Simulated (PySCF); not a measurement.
## Ir (iridium, neutral) across methods

[Xe] 4f14 5d9, 2D determinant (an excited configuration). Calculation: PySCF 2.14, in aug-cc-pVTZ-PP with ECP60MDF (6s6p5d3f2g, 88 functions); scalar relativity through the core potential.

```tsv
method	E (hartree)	mean ε 5p β (eV)	mean ε 5d α (eV)	mean ε 5d β (eV)	Σ⟨r²⟩ (bohr²)	⟨S²⟩
M06-L	-104.3907	-50.743	-4.047	-3.335	49.98	0.844
r2SCAN	-104.3641	-51.277	-4.373	-3.712	50.53	0.781
LDA	-104.1617	-50.381	-4.701	-4.102	51.84	0.762
PBE	-104.3759	-50.250	-4.439	-3.847	51.62	0.772
```

Energies and moments cover only the electrons outside the core potential. Spin-orbit coupling, absent here, splits the open shell strongly. ⟨S²⟩ = 0.84 against 0.75 shows spin contamination.
